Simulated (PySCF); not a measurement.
H9N3Si3, charge -1, doublet, geometry from GFN2-xTB (a state made from the parent by changing its charge; the spin is typed, not shown lowest) (in this run its highest filled SCF level lies above zero, so its values depend strongly on the basis, on diffuse functions most of all). Base run: PySCF with CCSD(T)/STO-3G.

Here is a job for PySCF.
```python
from pyscf import gto, scf, cc

mol = gto.Mole()
mol.atom = '''
    Si    1.66547442   -0.48907564   -0.59819950
    N     0.59418415   -1.50472773    0.32249669
    Si   -1.10568783   -1.24155363    0.41227852
    N    -1.39538756    0.41725957    0.77463053
    Si   -0.62575011    1.72431754   -0.07751450
    N     1.00420036    1.12074811   -0.34532915
    H     1.74247123   -0.70119423   -2.07046356
    H     3.01349731   -0.73837966   -0.04327928
    H     0.87755749   -2.46913715    0.37976229
    H    -1.69090226   -1.51990684   -0.97964277
    H    -1.83115545   -2.19718535    1.28224697
    H    -2.32319235    0.62288539    1.10713860
    H    -0.75163728    2.89885584    0.81235450
    H    -1.16994070    2.11228503   -1.40861257
    H     1.63581267    1.84718153   -0.65399401
'''
mol.basis = 'sto-3g'
mol.charge = -1
mol.spin = 1
mol.verbose = 4
mol.build()

mf = scf.UHF(mol)
mf.kernel()

mycc = cc.CCSD(mf)
mycc.kernel()
et = mycc.ccsd_t()
print('E(CCSD(T)) = %.10f' % (mycc.e_tot + et))
mf.analyze()
```

Each row names what was changed in the base input (with any setting that the change needs).

```tsv
change	ΔE vs base (mEh)	MP2 correlation (Eh)	CC correlation without the perturbative part (Eh)	basis functions	core-seconds (rough)
base	0.000	-0.27243	-0.33559	51	20
cc.diis_space = 10	0.000	-0.27243	-0.33559	51	20
method = mp2	72.932	-0.27243	-	51	2
cart = on	0.000	-0.27243	-0.33559	51	20
cc.conv_tol = 1e-5	0.000	-0.27243	-0.33559	51	20
frozen = 18	10.996	-0.26065	-0.32506	51	6
method = ccsd	9.764	-0.27243	-0.33559	51	10
frozen = 17	10.604	-0.26106	-0.32544	51	6
cc.diis_space = 3	0.000	-0.27243	-0.33559	51	40
cc.level_shift = 0.2	0.000	-0.27243	-0.33559	51	30
```

Open shells are given as the SCF converged; they aren't shown to be the lowest states, and a large step between rows can be another state.
